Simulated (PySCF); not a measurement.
**Al⁺: excitation energy**

Al⁺ [Ne] 3s2 (1S) → Al⁺ [Ne] 3p2 (3P), as a difference of total energies. Computed with PySCF 2.14 in aug-cc-pwCVTZ, with no relativity, point nucleus. Correlated levels: valence: [Ne] frozen. The calculations carry no spin-orbit coupling.

Q: Order these methods by the excitation energy they give, lowest first.
A. UHF
B. CCSD (valence)
C. SCS-MP2 (valence)
D. MP2 (valence)

A: A (10.670 eV), D (11.275 eV), B (11.494 eV), C (11.538 eV).

Errors of the correlated levels include the incompleteness of this basis and the frozen core.

With two correlated electrons CCSD is exact in that space.

For comparison: 11.680 eV (measured; NIST levels, between the centres of gravity of the two terms).
